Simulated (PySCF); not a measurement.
C₃H₂BrCl, SMILES ClC=C=CBr. Atoms are numbered in the order given.

```xyz
7

Cl    -2.9945     0.8002    -0.7057
C     -2.0003    -0.5454    -0.2022
C     -0.7127    -0.6103    -0.4266
C      0.5720    -0.6794    -0.6388
Br     1.8653    -0.0039     0.5948
H     -2.5576    -1.3309     0.3167
H      1.0240    -1.1236    -1.5295
```
Charge 0, spin multiplicity 1.

Coordinates come from a B3LYP-D3(BJ)/def2-SVP optimisation.

All values below come from PBE0/pcSseg-1 (PySCF).

GIAO shieldings, no solvent; atoms alike by connectivity are averaged. δ = σ(ref) − σ: ³⁵Cl against HCl (σ = 945.9 ppm); ¹³C against TMS (σ = 186.3 ppm); ¹H against TMS (σ = 31.56 ppm), references at their B3LYP-D3(BJ)/def2-TZVP geometries, non-relativistic (without spin–orbit terms, shifts of atoms bonded to Cl or Br come out too high).

```json
[
 {"atoms": "Cl1", "nucleus": "³⁵Cl", "count": "1", "δ (ppm)": "___"},
 {"atoms": "C3", "nucleus": "¹³C", "count": "1", "δ (ppm)": "___"},
 {"atoms": "C2", "nucleus": "¹³C", "count": "1", "δ (ppm)": "113.6"},
 {"atoms": "C4", "nucleus": "¹³C", "count": "1", "δ (ppm)": "___"},
 {"atoms": "H7", "nucleus": "¹H", "count": "1", "δ (ppm)": "6.92"},
 {"atoms": "H6", "nucleus": "¹H", "count": "1", "δ (ppm)": "6.91"}
]
```

Problem. Some entries are withheld; supply them. (An estimate is asked for; the answer gives what the named calculation found.)

Solution. 
- C3, δ (ppm): 220.1
- Cl1, δ (ppm): 215.0
- C4, δ (ppm): 108.5
